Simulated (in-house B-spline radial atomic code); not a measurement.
## Solving the quasi-particle equation for 6s of the lutetium ion Lu⁺

Configuration [Xe] 4f14 6s2, start LDA VWN5; correlation leaves out the 7 deepest shells. Computed with an all-electron radial atomic-structure program (B-spline basis): all electrons, scalar-relativistic (spin-free one-electron X2C), finite nucleus, each spin shell either full or empty, empty states to l = 9 with an (l + 1/2)⁻⁴ tail; G0W0 by contour deformation at full frequency.

At the mean-field level ε = -11.268 eV the matrix elements are Σx = -10.019 eV, v_xc = -8.648 eV and Σc(ε) = -2.109 eV, and the slope of the correlation self-energy is dΣc/dω = -0.1879. The quasi-particle energy solves E = ε + Σx − v_xc + Σc(E).

Q: What does the linearised equation give?

A: Z = 1/(1 − dΣc/dω) = 1/1.1879 = 0.8418. The first-order shift is Σx − v_xc + Σc(ε) = -10.019 − (-8.648) + (-2.109) = -3.480 eV, so E ≈ ε + Z × shift = -11.268 + 0.8418 × (-3.480) = -14.197 eV.

Q: How does that compare with the full solution and with static screening?

A: Solving the equation at full frequency dependence gives E = -14.297 eV, where Σc = -1.658 eV and the weight is 0.882; the linearised value is off by 99 meV. Leaving Z out would give -14.748 eV. Static COHSEX puts -3.927 eV in place of Σc and gives -16.566 eV, 2.27 eV deeper.
